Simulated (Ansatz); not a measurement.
Consider the formal exchange of groups at a C–C bond: `CCCCCCCCCCC` + CH₃OH → `CCCCCCCO` + `CCCCC`.

Gas-phase electronic energies from Ansatz, PBE0-D4/def2-TZVP geometries. CCSD(T)/CBS is the MP2 limit (def2-TZVPP, def2-QZVPP) plus CCSD(T) − MP2 in def2-TZVPP, frozen cores. This one scheme is used for every species. Functionals use def2-TZVPP. Each species was taken in one conformer, which may not be the lowest.

`CCCCCCCCCCC`:

Cartesian coordinates in Å:
```
C -2.445 -4.052 -1.222
C -1.257 -3.397 -0.540
C -0.647 -2.270 -1.358
C 0.539 -1.611 -0.675
C 1.223 -0.531 -1.504
C 0.329 0.642 -1.901
C -0.357 1.352 -0.741
C 0.596 1.947 0.282
C -0.123 2.706 1.386
C 0.799 3.367 2.402
C 1.623 2.386 3.221
H -2.159 -4.478 -2.188
H -3.242 -3.326 -1.408
H -2.865 -4.857 -0.615
H -1.563 -3.005 0.437
H -0.488 -4.150 -0.335
H -0.333 -2.660 -2.335
H -1.422 -1.523 -1.567
H 0.214 -1.193 0.286
H 1.278 -2.381 -0.426
H 2.090 -0.157 -0.951
H 1.625 -0.985 -2.417
H 0.936 1.368 -2.454
H -0.435 0.296 -2.605
H -1.041 0.661 -0.234
H -0.990 2.151 -1.144
H 1.206 1.151 0.721
H 1.298 2.623 -0.225
H -0.760 3.473 0.929
H -0.804 2.021 1.908
H 1.469 4.061 1.881
H 0.196 3.981 3.079
H 2.219 2.903 3.976
H 0.977 1.672 3.741
H 2.312 1.812 2.598
```

CH₃OH:

Z-matrix (Å, degrees):
```
C
O 1 1.409
H 1 1.097 2 112.4
H 1 1.090 2 107.0 3 -118.5
H 1 1.097 2 112.4 3 123.0
H 2 0.959 1 108.5 3 -61.6
```

`CCCCCCCO`:

```xyz
24

C    -0.977    1.943   -2.657
C     0.231    1.376   -1.933
C    -0.080    0.930   -0.514
C     1.126    0.355    0.209
C     0.874   -0.003    1.671
C    -0.231   -1.024    1.917
C     0.015   -2.368    1.258
O    -0.944   -3.340    1.623
H    -1.379    2.813   -2.130
H    -1.778    1.202   -2.727
H    -0.727    2.257   -3.673
H     1.031    2.126   -1.907
H     0.634    0.526   -2.496
H    -0.888    0.190   -0.546
H    -0.475    1.781    0.056
H     1.943    1.084    0.169
H     1.489   -0.524   -0.337
H     1.806   -0.379    2.109
H     0.631    0.912    2.221
H    -1.193   -0.626    1.572
H    -0.336   -1.191    2.994
H     0.059   -2.261    0.166
H     0.980   -2.770    1.580
H    -1.812   -3.011    1.375
```

`CCCCC`:

Z-matrix (Å, degrees):
```
C
C 1 1.519
H 1 1.094 2 111.1
H 1 1.092 2 111.7 3 -120.2
H 1 1.094 2 111.1 3 119.5
C 2 1.521 1 112.7 3 -60.0
H 2 1.095 1 109.3 3 62.5
H 2 1.097 1 109.6 3 178.4
C 6 1.523 2 114.5 1 -177.1
H 6 1.098 2 109.2 1 60.1
H 6 1.096 2 108.6 1 -55.0
C 9 1.521 6 114.1 2 -65.1
H 9 1.095 6 108.8 2 172.9
H 9 1.097 6 109.1 2 57.7
H 12 1.092 9 111.9 6 63.4
H 12 1.094 9 110.9 6 -56.8
H 12 1.092 9 111.2 6 -176.6
```

| level | ΔE (eV) |
| --- | --- |
| revPBE-D4 | -0.10 |
| r2SCANh | -0.16 |
| BHLYP | -0.18 |
| HF/CBS(def2) | -0.19 |

(1) What does CCSD(T)/CBS give? (Best estimate.)

Largest T1 diagnostic among the species: 0.009.

## Answers

(1) The calculation gave: -0.10 eV. The listed levels differ from it by 0.00, -0.06, -0.08, -0.09 eV.

In def2-TZVPP, CCSD(T) changes the Hartree–Fock value by +0.09 eV (the triples alone add +0.01 eV) and MP2 by +0.10 eV. Leaving LDA and LC-ωPBE aside and taking each functional with its dispersion term where it has one, the values, not all of them listed here, spread over 0.06 eV, from B2PLYP to revPBE-D4. LDA lies +0.03 eV from PBE without D4.
